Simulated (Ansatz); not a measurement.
Two structures of GeSiH6O, singlet, reached by relaxing down either side of one saddle point (PBE0-D4/def2-TZVP). Energies are electronic, without zero-point energy. Computed with Ansatz 0.2.0 (basis: def2-TZVPP and def2-QZVPP); correlated methods freeze the cores. Filled d shells of the heavier atoms are correlated. The def2 sets are not built for correlating such inner shells, so the correlated values are less sure here. Extrapolation: Hartree–Fock as exp(−7.88 √X), correlation as X^−2.97. First:

```
9
angstrom
Ge -0.2254 -1.8991 0.5372
H -1.1862 0.6344 0.4461
O -0.5722 0.1771 -0.1337
Si 0.8032 0.9918 -0.6653
H -1.7654 -2.1819 0.2540
H -0.5315 -1.3699 2.0138
H 1.2292 0.2987 -1.8957
H 1.8545 0.9558 0.3763
H 0.3937 2.3931 -0.9329
```

Second:

```json
{"atom": "Ge1", "x (Å)": "-0.0489", "y (Å)": "-1.6315", "z (Å)": "0.5024"}
{"atom": "H2", "x (Å)": "-1.8176", "y (Å)": "-0.5935", "z (Å)": "1.9264"}
{"atom": "O3", "x (Å)": "-0.1076", "y (Å)": "-0.2386", "z (Å)": "-0.6276"}
{"atom": "Si4", "x (Å)": "0.9367", "y (Å)": "0.9737", "z (Å)": "-0.9847"}
{"atom": "H5", "x (Å)": "-1.5316", "y (Å)": "-2.1276", "z (Å)": "0.1432"}
{"atom": "H6", "x (Å)": "-1.2003", "y (Å)": "-0.4374", "z (Å)": "2.3339"}
{"atom": "H7", "x (Å)": "1.1842", "y (Å)": "0.9953", "z (Å)": "-2.4492"}
{"atom": "H8", "x (Å)": "2.2345", "y (Å)": "0.7847", "z (Å)": "-0.2755"}
{"atom": "H9", "x (Å)": "0.3507", "y (Å)": "2.2748", "z (Å)": "-0.5690"}
```

(1) Which bonds change from the first to the second?

(2) Give the saddle point's structure and its height above each. (An estimate is asked for; the value comes from the calculation.)

The search had been set up for a insertion of a divalent centre (a silylene, a carbene or their kin) (forming Ge1–H2, Ge1–O3, breaking H2–O3); from that guess it ended on this step instead.

No T1 diagnostic of these runs exceeds 0.014.

Results:

(1) GeSiH₆O ([SiH3][OH][GeH2]) → GeSiH₄O ([SiH3][O][GeH]) + H₂; bonds formed: H2–H6; dative contacts that become bonds: Ge1–O3; bonds broken: Ge1–H6, H2–O3.

(2) The calculation gives: 87.0 kJ/mol above the first and 111.9 kJ/mol above the second (CCSD(T) at an estimated basis limit (MP2 extrapolated from triple and quadruple zeta, plus CCSD(T) − MP2 in triple zeta)).
```
9
angstrom
Ge -0.3448 -1.8709 0.3731
H -0.6971 -0.2064 1.1188
O -0.4714 0.0884 -0.1310
Si 0.7640 1.0176 -0.7029
H -1.9112 -2.0333 0.1521
H -0.7508 -0.8837 1.8300
H 1.4009 0.3206 -1.8528
H 1.7917 1.2410 0.3513
H 0.2186 2.3269 -1.1388
```

Labels in which every atom is bracketed show which atoms are joined, not bond orders.

For scale, one of the runs: CCSD(T)/def2-TZVPP, 205 basis functions (an equivalent command: `ansatz run in.yaml --threads 4`). Hardware: 4 CPU threads, shared host. Wall time 69 s; peak host memory 2.6 GiB.
